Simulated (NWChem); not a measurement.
System: CH$_{4}$CdOS; SMILES C[O][Cd][SH]

```xyz
8

Cd     0.1139     0.0369    -0.0240
O      0.4625    -1.9239     0.0480
C     -0.5852    -2.8614    -0.0075
H     -1.1732    -2.8361    -0.9588
H     -0.1436    -3.8832     0.0615
H     -1.3200    -2.7783     0.8321
S     -0.1739     2.3670    -0.0286
H     -0.2384     2.4145     1.3337
```
Atoms are numbered in this order, from 1.

Results from NWChem. Medium grid unless said otherwise, to which SCAN and Minnesota functionals are sensitive. Structure relaxed at the PBE-D3(BJ)/def2-SVP level. def2 effective core potentials on Cd; no spin-orbit coupling. Hybrids' shares of exact exchange are those that their runs print; pure functionals count as 0. The functionals differ in more than this share.

| row | share of exact exchange | orbital gap (eV) |
|---|---|---|
| PBE/def2-SVP | 0.00 | 3.33 |
| r2SCAN/def2-SVP | 0.00 | 3.84 |
| B3LYP/def2-SVP | 0.20 | 5.14 |
| MPW1K/def2-SVP | 0.43 | withheld |
| BHandHLYP/def2-SVP | 0.50 | 7.65 |

Q: Fit a straight line of the last column on the one before it, predict the withheld value, and compare with the run.

A: 
1. Means of the 4 shown rows: x = 0.175, y = 4.990. Slope Σ(x − x̄)(y − ȳ)/Σ(x − x̄)² = 1.360/0.1675 = 8.119; intercept 3.569.
2. The shown rows scatter about the line by 0.183 (root mean square); the largest residual is +0.27, at r2SCAN/def2-SVP.
3. At x = 0.43 (MPW1K/def2-SVP; inside the shown range) the line gives 7.06.
4. The run gives 7.31, +0.25 from the line, 1.4 times the scatter.
